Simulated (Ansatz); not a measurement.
The cluster Zr₄O₈. The state is a quintet with charge 0. Geometry PBE-D4/def2-SVP; atoms count from 1.

Cartesian coordinates in Å:
```
Zr -0.164 1.341 2.553
Zr 0.577 -1.017 -2.133
Zr 0.493 -0.976 0.940
Zr -0.860 1.113 -0.397
O 0.902 1.096 0.755
O -0.894 -1.067 -0.740
O 0.418 -2.205 -3.746
O 1.728 -1.466 -0.583
O 0.570 -0.453 2.907
O -1.355 2.449 1.135
O 0.168 0.903 -2.162
O -1.583 0.282 1.470
```

In the def2 sets Zr takes a core potential; there is no spin–orbit coupling. At PBE0-D4/def2-TZVP a singlet of charge 0 lies 5.98 eV below the quintet, each at its own geometry. The structure comes from a short search, and lower isomers may exist.

Estimate the Mulliken populations from the PBE0/def2-TZVP orbitals of Ansatz.


| atom | charge (e) | spin (α − β) | d electrons |
| --- | --- | --- | --- |
| Zr1 | 1.14 | 0.93 | 1.95 |
| Zr2 | 1.58 | -0.04 | 1.89 |
| Zr3 | 1.33 | 0.49 | 1.99 |
| Zr4 | 1.33 | 0.49 | 1.99 |
| O5 | -0.69 | 0.01 | – |
| O6 | -0.79 | 0.03 | – |
| O7 | -0.46 | 0.99 | – |
| O8 | -0.76 | 0.01 | – |
| O9 | -0.74 | -0.01 | – |
| O10 | -0.57 | 0.66 | – |
| O11 | -0.77 | 0.02 | – |
| O12 | -0.61 | 0.42 | – |
Mulliken values and Mayer orders depend strongly on the basis.

Where does the spin sit?

Summed by element: Zr 1.87, O 2.13, of 4 unpaired in all. Largest on single atoms: O7 0.99, Zr1 0.93, O10 0.66.

And the Mayer bond orders between bonded heavy atoms (over 0.3)?

Zr1–O5 0.63 (2.10 Å); Zr1–O9 1.03 (1.97 Å); Zr1–O10 0.58 (2.16 Å); Zr1–O12 0.71 (2.08 Å); Zr2–O6 0.81 (2.03 Å); Zr2–O7 0.94 (2.01 Å); Zr2–O8 0.99 (1.98 Å); Zr2–O11 1.05 (1.96 Å); Zr3–Zr4 0.56 (2.83 Å); Zr3–O5 0.66 (2.12 Å); Zr3–O6 0.55 (2.18 Å); Zr3–O8 0.91 (2.02 Å); Zr3–O9 0.88 (2.04 Å); Zr4–O5 0.67 (2.11 Å); Zr4–O6 0.52 (2.21 Å); Zr4–O10 0.68 (2.09 Å); Zr4–O11 0.84 (2.05 Å); Zr4–O12 0.57 (2.17 Å).
